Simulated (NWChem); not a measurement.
System: AlHBrCl; SMILES [Cl][AlH][Br]

Input file for NWChem:

```
start job
memory heap 200 mb stack 900 mb global 1100 mb
geometry units angstroms noautosym nocenter noautoz
  Al    -0.766964    -0.619849     0.000000
  H     -2.329133    -0.746319     0.000000
  Cl     0.434334    -2.346708     0.000000
  Br     0.235398     1.403715     0.000000
end
basis spherical
  * library def2-svpd
end
dft
  xc pbe0
  iterations 150
end
property
  response 1 0.0
end
task dft property
```

Coordinates come from a B3LYP/6-31G* (spherical d) optimisation.

Static field.

Q: Predict the main results of this run. (PBE0/def2-SVPD.) Quantities: isotropic polarisability (bohr³); anisotropy (bohr³).

A: 
| Item | Result |
|---|---|
| isotropic polarisability (bohr³) | 61.1 |
| anisotropy (bohr³) | 21.5 |
